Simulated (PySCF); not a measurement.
Ar²⁺: ionisation energy

Ar²⁺ [Ne] 3s2 3p4 (3P) → Ar³⁺ [Ne] 3s2 3p3 (4S), as a difference of total energies. Calculation: PySCF 2.14, in aug-cc-pwCVTZ (8s7p5d3f, 75 functions); no relativity, point nucleus. Correlated levels: nothing frozen. The calculations carry no spin-orbit coupling.

Question: Order these methods by the ionisation energy they give, lowest first.
A. CCSD(T) (all electrons)
B. SCS-MP2 (all electrons)
C. MP2 (all electrons)
D. UHF

Answer: D (39.397 eV), C (40.280 eV), B (40.358 eV), A (40.420 eV).

A first-order spin-orbit estimate (lowest level to lowest level, LS coupling) adds 0.062 eV.

Errors of the correlated levels include the incompleteness of this basis.

For comparison: 40.735 ± 0.012 eV (semi-empirical (NIST evaluation); NIST Atomic Spectra Database, ionization energies).
